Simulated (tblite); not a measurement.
Compound: C5H15NP2Si.
SMILES with atom numbers: `[CH3:1][C@@H:2]1[CH2:3][CH2:4][N:5]([SiH:6]([PH2:7])[PH2:8])[CH2:9]1` (hydrogens: H10, H11, H12 on C1; H13 on C2; H14, H15 on C3; H16, H17 on C4; H18 on Si6; H19, H20 on P7; H21, H22 on P8; H23, H24 on C9)

Computed with GFN2-xTB (tblite), gas phase: L-BFGS steps from a force-field or distance-geometry start until the largest atomic force falls under 0.01 eV/Å.

Step 35: E = -763.9331 eV
```
atom  x, y, z in Å  |  force x, y, z in eV/Å
C1     -3.1436   -0.8846   -0.0428    0.102   0.044   0.011
C2     -1.9672    0.0612    0.1708    0.032   0.011  -0.022
C3     -1.5263    0.7570   -1.1205   -0.009  -0.064  -0.014
C4     -0.0939    1.1791   -0.8194   -0.038   0.008  -0.029
N5      0.4049    0.1970    0.1283   -0.043  -0.060   0.007
Si6     2.0627   -0.0591    0.4596    0.076   0.203  -0.020
P7      2.7930   -2.1559    0.0415   -0.056  -0.129  -0.007
P8      3.2192    1.4357   -0.7989   -0.142  -0.063   0.103
C9     -0.6751   -0.6535    0.5974   -0.099   0.090  -0.045
H10    -3.5665   -1.2103    0.9025    0.028  -0.014   0.062
H11    -3.9266   -0.3964   -0.6188    0.015   0.019   0.033
H12    -2.8054   -1.7626   -0.5870   -0.080  -0.036  -0.066
H13    -2.2260    0.8230    0.9127    0.009  -0.038   0.012
H14    -2.1537    1.6046   -1.3899   -0.024  -0.009   0.045
H15    -1.5550    0.0344   -1.9345    0.062  -0.038  -0.085
H16     0.5297    1.2132   -1.7182    0.006   0.019   0.012
H17    -0.0840    2.1762   -0.3641    0.037   0.059   0.049
H18     2.3137    0.1289    1.9042   -0.046   0.024   0.035
H19     2.4236   -2.1567   -1.2936    0.048   0.013   0.015
H20     4.0881   -1.7599   -0.2487   -0.054  -0.016  -0.025
H21     4.3483    1.3272   -0.0080   -0.014   0.021  -0.035
H22     2.7771    2.5625   -0.1249    0.015  -0.092   0.006
H23    -0.6287   -1.6400    0.1123    0.094   0.024   0.072
H24    -0.6199   -0.8011    1.6807    0.077   0.022  -0.114
```

Step 36: E = -763.9408 eV
```
atom  x, y, z in Å  |  force x, y, z in eV/Å
C1     -3.1413   -0.8908   -0.0402    0.082   0.045   0.039
C2     -1.9649    0.0565    0.1673    0.026   0.006  -0.014
C3     -1.5228    0.7467   -1.1259   -0.015  -0.044  -0.018
C4     -0.0954    1.1818   -0.8194   -0.029   0.038  -0.007
N5      0.4042    0.2198    0.1483   -0.061  -0.063  -0.038
Si6     2.0656   -0.0396    0.4617    0.003   0.141   0.076
P7      2.7545   -2.1488    0.0408   -0.053  -0.122   0.018
P8      3.2265    1.4443   -0.7972   -0.112  -0.091   0.047
C9     -0.6694   -0.6505    0.5948   -0.085   0.052  -0.073
H10    -3.5374   -1.2318    0.9125    0.029  -0.031   0.025
H11    -3.9443   -0.3938   -0.5842    0.084  -0.018   0.040
H12    -2.8123   -1.7590   -0.6076   -0.101   0.005  -0.044
H13    -2.2245    0.8152    0.9120    0.009  -0.003  -0.018
H14    -2.1575    1.5839   -1.4091   -0.015   0.014   0.060
H15    -1.5380    0.0191   -1.9357    0.054  -0.057  -0.075
H16     0.5338    1.2102   -1.7143    0.010   0.020   0.001
H17    -0.0911    2.1814   -0.3714    0.013   0.099   0.022
H18     2.2957    0.1347    1.9124   -0.013   0.034   0.010
H19     2.3988   -2.1241   -1.2959    0.040  -0.003  -0.024
H20     4.0593   -1.7803   -0.2333   -0.019  -0.018  -0.030
H21     4.3667    1.3114   -0.0261   -0.020   0.028  -0.026
H22     2.8114    2.5712   -0.1119    0.000  -0.050   0.038
H23    -0.6113   -1.6263    0.0867    0.101   0.025   0.135
H24    -0.6179   -0.8114    1.6766    0.071  -0.008  -0.143
```

**Question.** Estimate the geometry and energy of step 37. (The exact step hangs on the optimiser's Hessian estimate; all steps are aligned on step 36, rigid shifts and turns removed.)

**Answer.** E = -763.9458 eV, largest force 0.168 eV/Å
```
atom  x, y, z in Å  |  force x, y, z in eV/Å
C1     -3.1391   -0.8939   -0.0385    0.049   0.019   0.048
C2     -1.9630    0.0537    0.1647    0.011  -0.004  -0.014
C3     -1.5204    0.7401   -1.1295   -0.011  -0.010  -0.025
C4     -0.0964    1.1842   -0.8193   -0.017   0.064   0.006
N5      0.4030    0.2317    0.1583   -0.030  -0.024  -0.074
Si6     2.0672   -0.0262    0.4634   -0.075   0.022   0.138
P7      2.7318   -2.1466    0.0410   -0.053  -0.070   0.028
P8      3.2279    1.4470   -0.7951   -0.065  -0.081  -0.018
C9     -0.6671   -0.6478    0.5925   -0.026   0.007  -0.070
H10    -3.5197   -1.2435    0.9178    0.029  -0.041   0.013
H11    -3.9529   -0.3926   -0.5632    0.107  -0.023   0.035
H12    -2.8198   -1.7573   -0.6200   -0.094   0.031  -0.026
H13    -2.2235    0.8097    0.9118    0.010   0.025  -0.043
H14    -2.1596    1.5714   -1.4184   -0.018   0.032   0.055
H15    -1.5269    0.0106   -1.9386    0.046  -0.057  -0.048
H16     0.5362    1.2094   -1.7121    0.007   0.025   0.003
H17    -0.0940    2.1860   -0.3745   -0.009   0.085  -0.008
H18     2.2846    0.1387    1.9169    0.008   0.043   0.009
H19     2.3867   -2.1056   -1.2969    0.025  -0.015  -0.045
H20     4.0411   -1.7921   -0.2257    0.003  -0.022  -0.023
H21     4.3754    1.3035   -0.0373   -0.019   0.022  -0.020
H22     2.8299    2.5731   -0.1033   -0.017  -0.008   0.060
H23    -0.5983   -1.6177    0.0748    0.084   0.001   0.145
H24    -0.6148   -0.8159    1.6723    0.055  -0.022  -0.123
```

The energy changes by -0.0050 eV. The first-order estimate −F·Δx gives -0.0068 eV and the mean of the old and new forces, exact on a quadratic surface, -0.0050 eV. The step makes an angle of 78° with the force vector and moves no atom by more than 0.023 Å.

The cost below is that of the whole relaxation. On Arm Neoverse N1, one thread, no GPU, on a shared host, this took 3.6 s wall.
